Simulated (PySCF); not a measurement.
# CsSr: energy against distance

Set-up: basis Cs def2-SVP with ECP46, Sr def2-SVP with ECP28; scalar-relativistic core potentials; PySCF 2.14. Energies in eV from Cs + Sr in their ground configurations at the same level. All curves are PBE0. state 1: ²Σ⁺ (doublet), unpaired electrons σ ↑; state 2: doublet, unpaired electrons π ↑, a second solution, started from another occupation; state 3: ⁴Π (quartet), unpaired electrons σ ↑↑, π ↑, a second solution, started from another occupation.

| R (Å) | state 1 | state 2 | state 3 |
| --- | --- | --- | --- |
| 4.278 | -0.0690 | 0.4229 | 1.3213 |
| 4.477 | -0.1237 | 0.4568 | 1.3068 |
| 4.676 | -0.1524 | 0.5102 | 1.3125 |
| 4.825 | -0.1618 | 0.5589 | 1.3264 |
| 4.974 | -0.1638 | 0.6123 | 1.3459 |
| 5.123 | -0.1606 | 0.6686 | 1.3692 |
| 5.322 | -0.1507 | 0.7452 | 1.4033 |
| 5.571 | -0.1336 | 0.8393 | 1.4464 |
| 5.869 | -0.1105 | 0.9431 | 1.4945 |
| 6.267 | -0.0809 | 1.0570 | 1.5487 |

Q: Put a parabola through the three lowest points of the state 1 curve and estimate Re, k and ωe (reduced mass 52.91 u; 1 eV/Å² = 0.16022 mdyn/Å; ωe = 1302.8·√(k/μ) cm⁻¹).

A: Through R = 4.825, 4.974, 5.123 Å the second-order coefficient is 0.117 eV/Å², so Re ≈ 4.957 Å, k ≈ 0.0375 mdyn/Å and ωe ≈ 35 cm⁻¹. A polynomial fit of higher order to the unrounded PBE0 energies gives Re = 4.948 Å, k = 0.0402 mdyn/Å, ωe = 35.9 cm⁻¹; anharmonicity and rounding make the difference.

The higher-order fit for each curve: state 1: Re = 4.948 Å, ωe = 35.9 cm⁻¹, De = 0.164 eV; state 3: Re = 4.510 Å, ωe = 49.7 cm⁻¹, minimum 1.31 eV above the ground-state fragments. State 2 gave no clean fit.

The bond is weak. Basis-set superposition, not corrected here, can be much of De in a small basis, most of all at correlated wavefunction levels. Functionals without a dispersion term scatter widely for such bonds, and LDA overbinds them. Spin–orbit coupling is left out. The state is the lowest determinant that a PBE0 search found; another state may lie lower at other levels.
